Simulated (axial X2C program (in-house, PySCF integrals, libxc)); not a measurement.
**Levels of TeSe⁺ by electron attachment to TeSe²⁺ (EOM-EA-CCSD)**

Calculated with an in-house all-electron X2C program for linear molecules (integrals from PySCF): two-component X2C with atomic mean-field Coulomb and Gaunt terms, Gaussian nuclei, basis Te dyall-acv3z, Se dyall-acv3z with contracted cores.

R = 2.195 Å (0.960 times 2.286 Å, the PBE0 minimum at charge 1 for the lowest determinant).

Levels of TeSe⁺ obtained by attaching an electron to TeSe²⁺:

| Ω | binding energy (eV) | above lowest (cm⁻¹) | attached spinor | one-particle weight |
| --- | --- | --- | --- | --- |
| 1/2 | 14.665 | 0 | 41% Se pπ, 36% Te pπ, 9% Te dπ | 0.96 |
| 3/2 | 14.295 | 2985 | 52% Te pπ, 25% Se pπ, 9% Se dπ | 0.96 |
| 1/2 | 10.313 | 35103 | 31% Te pσ, 26% Te dσ, 20% Se pσ | 0.95 |

This point took 27 s on 1 thread of Arm Neoverse N1 (shared host).

Reference electrons by ω block (each with its −ω partner): 1/2: 27, 3/2: 12, 5/2: 3. 10 electrons of TeSe²⁺ correlated (inner shells frozen), 92 natural virtual spinors (a truncated set); levels can be off by some tenths of an eV. Roots sought by Ω: (1/2: 5, 3/2: 4, 5/2: 2, 7/2: 1); rows need 60 % one-particle weight and stop where some Ω has no more roots. Missing are any skipped roots, higher Ω and states of a further excitation; these come out far too high here and may in truth be low or lowest. T1 of the reference 0.035 (Lee–Taylor). The reference was not checked to be the lowest state of its species. Number of frozen shells: Te 4 s, 3 p, 2 d; Se 3 s, 2 p, 1 d. Large amplitudes in the reference (orbital relaxation or multireference character) lower the reliability.
